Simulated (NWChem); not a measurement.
Species: C$_{2}$H$_{6}$NO cation; SMILES O=C(C)[NH3+]

Program: NWChem. Structure relaxed at the PBE0/def2-SVP level. Level: PBE/def2-SVP with SMD (1 M gas to 1 M solution), gas-phase geometry. Reactions with the solvent are ignored.

### Question
Predict the results for solvent dichloromethane. Quantities: solvation free energy (kcal/mol); cavity-dispersion-structure term (kcal/mol).

### Answer
```yaml
solvation free energy (kcal/mol): -68.9
cavity-dispersion-structure term (kcal/mol): 0.0
```
